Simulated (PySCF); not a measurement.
**N⁺ (nitrogen, charge +1): UHF calculation**

Configuration: [He] 2s2 2p2, high-spin 3P determinant. All numbers are calculated (PySCF 2.14, no relativity, point nucleus, in pcseg-2).

- Total energy: -53.888133 hartree
- One-electron energy: -70.0558 hartree
- Hartree (Coulomb) energy: 22.3725 hartree
- Exchange energy: -6.2049 hartree
- Kinetic energy: 53.92315 hartree
- ⟨S²⟩: 2.0065
- ⟨L²⟩: 2.011
- Sum of ⟨r⟩: 5.452 bohr
- Sum of ⟨r²⟩: 7.769 bohr²
- Traceless quadrupole moment −½Σ⟨3z² − r²⟩ along its main axis: 0.772 e·bohr²
- Density at the nucleus (Gaussians lack the cusp): 200 bohr⁻³
- Spin density at the nucleus: 0.279 bohr⁻³
- Langevin diamagnetic susceptibility: -6.15 ×10⁻⁶ cm³/mol
- Time after the integrals: 0.08 s of wall time on 1 thread of Neoverse-V1 (shared host)

| shell | electrons | mean orbital energy (hartree) | rms radius, mean of both spins (bohr) |
| --- | --- | --- | --- |
| 1s α | 1 | -16.31944 | 0.265 |
| 1s β | 1 | -16.24099 | 0.265 |
| 2s α | 1 | -1.62153 | 1.37 |
| 2s β | 1 | -1.30679 | 1.37 |
| 2p α | 2 | -1.11587 | 1.39 |
